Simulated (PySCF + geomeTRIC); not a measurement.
Calculation: PySCF + geomeTRIC with BP86-D3(BJ)/def2-SVP. fastk is a local helper that only speeds up exchange builds. No frequencies were computed at this level.

```python
import json, numpy as np
from pyscf import gto, dft
from fastk import lowrank_exchange
atoms = """
Zn    -0.000000     0.000000     0.000000
C      1.906846     0.057438     0.729625
H      2.246741     1.077354     0.887882
H      2.612285    -0.412739     0.049851
H      1.988938    -0.458341     1.682535
C     -1.906846    -0.057438    -0.729625
H     -2.635865     0.219921     0.026951
H     -2.173430    -1.050336    -1.081605
H     -2.038670     0.624140    -1.565613
"""
def scf(charge, spin, dm0=None):
    mol = gto.M(atom=atoms, basis='def2-svp', ecp={}, charge=charge, spin=spin, verbose=3, max_memory=3360)
    mf = dft.KS(mol, xc='bp86').density_fit(auxbasis="def2-universal-jkfit")
    mf.disp = 'd3bj'
    mf.grids.level = 3
    mf.conv_tol = 1e-8
    mf.max_cycle = 120
    mf.level_shift = 0.25
    mf.kernel(dm0)
    if not mf.converged:
        mf = mf.newton().run(mf.mo_coeff, mf.mo_occ).undo_soscf()
    return mf
mf = scf(0, 0)
from pyscf.geomopt.geometric_solver import kernel as optimize
path = []
done, mol = optimize(mf, maxsteps=120, assert_convergence=False, callback=lambda env: path.append((env["energy"], bool(env["g_scanner"].converged))))
res = dict(converged=bool(done and path[-1][1]), energy=path[-1][0], path=[e for e, c in path], xyz=mol.atom_coords(unit="Angstrom").tolist(), nao=mol.nao)
json.dump(res, open("result.json", "w"))
```

Output:

```
converged SCF energy = -1859.14744351487
Geometry optimization cycle 1
converged SCF energy = -1859.1474435139
cycle 1: E = -1859.14744351  dE = -1859.15  norm(grad) = 0.0587267
Geometry optimization cycle 2
converged SCF energy = -1859.15345023706
cycle 2: E = -1859.15345024  dE = -0.00600672  norm(grad) = 0.00780989
Geometry optimization cycle 3
converged SCF energy = -1859.15358275015
cycle 3: E = -1859.15358275  dE = -0.000132513  norm(grad) = 0.00197828
Geometry optimization cycle 4
converged SCF energy = -1859.15359937317
cycle 4: E = -1859.15359937  dE = -1.6623e-05  norm(grad) = 0.00079416
Geometry optimization cycle 5
converged SCF energy = -1859.15360218241
cycle 5: E = -1859.15360218  dE = -2.80924e-06  norm(grad) = 2.42973e-05
Geometry optimization cycle 6
converged SCF energy = -1859.15360218933
cycle 6: E = -1859.15360219  dE = -6.92194e-09  norm(grad) = 1.64286e-05
<class 'geometric.internal.Distance'> : 8
<class 'geometric.internal.Angle'> : 12
<class 'geometric.internal.LinearAngle'> : 2
<class 'geometric.internal.Dihedral'> : 9
<class 'geometric.internal.TranslationX'> : 1
<class 'geometric.internal.TranslationY'> : 1
<class 'geometric.internal.TranslationZ'> : 1
<class 'geometric.internal.RotationA'> : 1
<class 'geometric.internal.RotationB'> : 1
<class 'geometric.internal.RotationC'> : 1
Step    0 : Gradient = 1.958e-02/3.050e-02 (rms/max) Energy = -1859.1474435139
Step    1 : Displace = 8.274e-02/9.069e-02 (rms/max) Trust = 1.000e-01 (=) Grad = 2.603e-03/5.410e-03 (rms/max) E (change) = -1859.1534502371 (-6.007e-03) Quality = 1.105
Step    2 : Displace = 1.263e-02/1.654e-02 (rms/max) Trust = 1.414e-01 (+) Grad = 6.594e-04/1.046e-03 (rms/max) E (change) = -1859.1535827502 (-1.325e-04) Quality = 1.028
Step    3 : Displace = 3.337e-03/4.099e-03 (rms/max) Trust = 2.000e-01 (+) Grad = 2.647e-04/4.345e-04 (rms/max) E (change) = -1859.1535993732 (-1.662e-05) Quality = 1.367
Step    4 : Displace = 2.161e-03/2.658e-03 (rms/max) Trust = 2.828e-01 (+) Grad = 8.099e-06/1.085e-05 (rms/max) E (change) = -1859.1536021824 (-2.809e-06) Quality = 0.963
Step    5 : Displace = 2.331e-05/3.081e-05 (rms/max) Trust = 3.000e-01 (+) Grad = 5.476e-06/8.750e-06 (rms/max) E (change) = -1859.1536021893 (-6.922e-09) Quality = 0.863
Converged! =D
```

Cost: very roughly 50 core-seconds.
